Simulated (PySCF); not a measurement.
BFH₅NO₂Si.

```xyz
11

Si     1.3751     0.2581     0.1701
F      2.5187    -0.9023     0.0818
N     -0.1260    -0.5623    -0.1141
B     -1.4039     0.0665    -0.1187
O     -2.5251    -0.6887    -0.3561
O     -1.4055     1.4244     0.1232
H      1.4547     0.8623     1.5245
H      1.6874     1.2707    -0.8709
H     -0.0940    -1.5618    -0.2918
H     -3.3580    -0.2062    -0.3473
H     -2.2633     1.8594     0.1240
```

Geometry optimised at B3LYP-D3(BJ)/def2-SVP. The structure was generated by enumeration, and PubChem lists no compound with its InChIKey, so it may never have been made. The values are those of a single conformer.

Level of theory: PySCF with KT2/pcSseg-1. Non-relativistic, no solvent.

Computed absolute GIAO shielding of each atom: isotropic value and principal components (ppm):
| atom | σ(iso) | σ11 | σ22 | σ33 | span |
|---|---|---|---|---|---|
| Si1 | 366.2 | 334.6 | 355.2 | 408.8 | 74.1 |
| F2 | 367.9 | 310.0 | 379.3 | 414.3 | 104.4 |
| N3 | 212.8 | 180.1 | 187.3 | 271.0 | 90.9 |
| B4 | 81.8 | 72.2 | 85.0 | 88.3 | 16.2 |
| O5 | 238.2 | 182.7 | 245.6 | 286.3 | 103.5 |
| O6 | 241.6 | 195.4 | 247.2 | 282.3 | 86.9 |
| H7 | 25.7 | 22.3 | 24.3 | 30.4 | 8.1 |
| H8 | 25.7 | 22.3 | 24.3 | 30.4 | 8.1 |
| H9 | 29.7 | 22.8 | 28.4 | 37.8 | 15.0 |
| H10 | 29.1 | 23.1 | 24.7 | 39.5 | 16.4 |
| H11 | 29.2 | 23.4 | 24.5 | 39.8 | 16.4 |
